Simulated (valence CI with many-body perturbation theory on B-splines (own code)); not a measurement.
The numbers below are computed, except where a source is named.
**Hyperfine factors and g values of Sm⁴⁷⁺**

Level of theory: relativistic CI+MBPT: five valence electrons over a frozen Dirac-Fock core [Ne], radial functions for each j: 11 s, 11 p, 10 d, 8 f, 5 g, 2 h, with the one-electron correlation potential Σ1, the two-electron term Σ2, the three-electron term Σ3, Breit, model QED; selected CI, second order for the rest, scaled by the run's own slope (own B-spline code, finite nucleus).

The last digits are not significant, and no measured levels were compared; by estimate large intervals hold to a few tenths of a per cent, small ones and those within an open d or f shell to about a per cent. Among the levels kept, up to 3200 cm⁻¹ of a level comes from second order outside the variational space, and about a tenth of that is noise between levels of different J, which matters for small intervals.

A/g_I is the dipole constant over the nuclear g factor μ/I (μ in nuclear magnetons, uniformly magnetised nucleus), B/Q the quadrupole constant per barn. Both hold the static response of the core; the bare values leave it out. Large factors of s and p1/2 electrons are usually good to 5 to 10 %; those of open d and f shells near neutrality can be off by tens of per cent, and small factors of p3/2, d and f electrons come from cancelling terms and can be off by a factor of two or in sign, in half-filled shells by more. B is blank for J = 1/2, where it vanishes, and for nearly pure S terms. Energies count from the lowest level.

Levels are named by their leading jj configuration (3d3/2^4 stands for four electrons in 3d with j = 3/2), which in mixed levels can hold well under half, so a name can repeat and another be missing. Letters in brackets count levels of one name in rising energy.

```csv
Level,E (eV),g,A/g_I (MHz),A/g_I bare,B/Q (MHz/b),B/Q bare
(3s^2 3p1/2^2 3p3/2) J=3/2,0.00,1.366,110000,110000,204000,201000
(3s^2 3p1/2 3p3/2^2) J=3/2,142.32,1.449,-24400,-21400,27100,26700
(3s^2 3p1/2 3p3/2^2) J=5/2,152.01,1.191,255000,251000,-530,-517
(3s^2 3p1/2 3p3/2^2) J=1/2,164.13,0.654,816000,798000,,
(3s^2 3p1/2^2 3d3/2) J=3/2,182.50,0.779,57400,59000,28900,30300
(3s^2 3p1/2^2 3d5/2) J=5/2,225.91,1.219,49100,50400,14400,16400
(3s 3p1/2^2 3p3/2^2) J=5/2,275.65,1.452,529000,520000,77400,76200
(3s 3p1/2^2 3p3/2^2) J=3/2,299.32,1.150,-269000,-259000,-37400,-36800
(3s 3p1/2^2 3p3/2^2) J=1/2,299.35,2.123,2200000,2150000,,
(3s^2 3p3/2^3) J=3/2,307.92,1.295,118000,117000,-231000,-227000
(3s^2 3p1/2 3p3/2 3d3/2) J=5/2 [a],323.48,0.956,192000,190000,-28200,-26900
(3s^2 3p1/2 3p3/2 3d3/2) J=3/2 [a],325.41,0.915,185000,183000,-133000,-131000
(3s^2 3p1/2 3p3/2 3d3/2) J=1/2 [a],325.70,0.207,299000,295000,,
(3s^2 3p1/2 3p3/2 3d3/2) J=7/2,333.18,1.045,187000,186000,205000,203000
(3s^2 3p1/2 3p3/2 3d3/2) J=5/2 [b],356.46,1.200,43400,45300,188000,185000
(3s^2 3p1/2 3p3/2 3d5/2) J=7/2 [a],359.00,1.305,-25900,-22900,235000,233000
(3s^2 3p1/2 3p3/2 3d3/2) J=3/2 [b],363.07,1.263,-1120,2110,8370,7420
(3s^2 3p1/2 3p3/2 3d3/2) J=1/2 [b],363.38,1.673,558000,547000,,
(3s^2 3p1/2 3p3/2 3d5/2) J=3/2 [a],365.44,1.355,-64500,-60300,-83400,-81600
(3s^2 3p1/2 3p3/2 3d5/2) J=9/2,369.40,1.193,140000,139000,213000,212000
(3s^2 3p1/2 3p3/2 3d5/2) J=5/2 [a],369.61,1.145,201000,199000,-151000,-148000
(3s^2 3p1/2 3p3/2 3d5/2) J=7/2 [b],388.67,1.107,159000,158000,26100,27300
(3s^2 3p1/2 3p3/2 3d5/2) J=5/2 [b],389.83,1.238,-17100,-14600,41500,42100
(3s^2 3p1/2 3p3/2 3d5/2) J=3/2 [b],395.35,0.932,230000,226000,30000,30100
(3s^2 3p1/2 3p3/2 3d5/2) J=1/2,397.86,1.264,-252000,-243000,,
(3s 3p1/2 3p3/2^3) J=3/2 [a],430.36,1.428,378000,372000,-194000,-191000
(3s 3p1/2 3p3/2^3) J=5/2,443.02,1.281,629000,616000,-253000,-249000
(3s 3p1/2^2 3p3/2 3d3/2) J=5/2 [a],452.60,1.290,420000,414000,59700,58500
(3s 3p1/2^2 3p3/2 3d3/2) J=3/2 [a],454.40,1.309,280000,277000,-2760,-3700
(3s 3p1/2^2 3p3/2 3d3/2) J=1/2 [a],455.64,2.515,1300000,1280000,,
(3s 3p1/2 3p3/2^3) J=1/2,459.54,1.341,-571000,-554000,,
(3s 3p1/2^2 3p3/2 3d3/2) J=7/2,459.65,1.300,404000,398000,187000,185000
(3s 3p1/2 3p3/2^3) J=3/2 [b],461.17,1.140,235000,232000,-9200,-9030
(3s 3p1/2^2 3p3/2 3d3/2) J=3/2 [b],474.34,0.993,153000,152000,-117000,-115000
(3s 3p1/2^2 3p3/2 3d3/2) J=5/2 [b],486.40,0.873,-92100,-87300,132000,131000
(3s 3p1/2^2 3p3/2 3d5/2) J=9/2,488.75,1.373,325000,320000,204000,203000
(3s 3p1/2^2 3p3/2 3d3/2) J=1/2 [b],489.57,0.566,375000,367000,,
(3s 3p1/2^2 3p3/2 3d5/2) J=5/2 [a],501.34,1.392,468000,460000,-110000,-108000
(3s^2 3p3/2^2 3d3/2) J=5/2,501.38,1.182,155000,155000,-31600,-31600
(3s^2 3p3/2^2 3d3/2) J=7/2,502.27,1.127,91300,91900,46400,47100
```

Task: Take the isotope of mass number 149, with I = 7/2, μ = -0.6677 μN and Q = 0.075 b. What is the hyperfine structure of (3s^2 3p1/2^2 3d3/2) J=3/2?

Result: From the table A = -11000 MHz, B = 2170 MHz. Shifts from the centre of gravity in MHz: F = 2: 75400, F = 3: 40900, F = 4: -3760, F = 5: -57200.
